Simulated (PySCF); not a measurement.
**Spin-rotation constants: `C/N=C\c1nsnc1Cl`, C₄H₄ClN₃S**

Cartesian coordinates in Å; atom numbers follow the order of the lines, from 1:
```xyz
13

C     2.244    0.168   -0.031
N     1.469   -1.025   -0.088
C     0.211   -1.052   -0.088
C    -0.766    0.031   -0.020
N    -0.497    1.323   -0.059
S    -1.865    2.184    0.049
N    -2.876    0.923    0.153
C    -2.177   -0.185    0.103
Cl   -2.939   -1.695    0.191
H     1.674    1.073    0.192
H     2.737    0.282   -0.999
H     3.027    0.011    0.714
H    -0.247   -2.036   -0.134
```

Theory: GIAO HF/pcSseg-1 magnetisability, rotational g tensor and spin-rotation constants, non-relativistic, gas phase in PySCF 2.14.0. Geometry: GFN2-xTB.

Give the nuclear spin-rotation constants along the inertial axes (H = +C I·J) beside the isotropic shieldings.

Rotational constants 1.5588, 1.0275, 0.6222 GHz. A star marks the isotopologue with that one atom substituted, in its own axes.
```tsv
atom	isotope	Caa (kHz)	Cbb (kHz)	Ccc (kHz)	mean (kHz)	σ (ppm)
N2	14N	0.577	0.283	0.004	0.288	-167.9
N5	14N	0.408	0.376	0.023	0.269	-178.4
N7	14N	0.381	0.361	0.025	0.256	-157.8
Cl9	35Cl	0.428	0.153	0.119	0.233	799.1
H10	1H	-0.066	0.008	-0.051	-0.036	26.2
H11	1H	-0.080	-0.113	0.002	-0.064	28.3
H12	1H	-0.022	-0.114	-0.017	-0.051	28.0
H13	1H	-0.095	0.083	-0.060	-0.024	23.4
C1	13C*	0.302	0.147	0.098	0.182	152.2
C3	13C*	0.475	0.524	0.100	0.367	46.9
C4	13C*	0.745	0.400	0.101	0.415	35.5
S6	33S*	0.647	0.626	0.242	0.505	35.0
C8	13C*	0.651	0.420	0.131	0.401	33.0
```
For the geometry as given, no vibrational averaging.
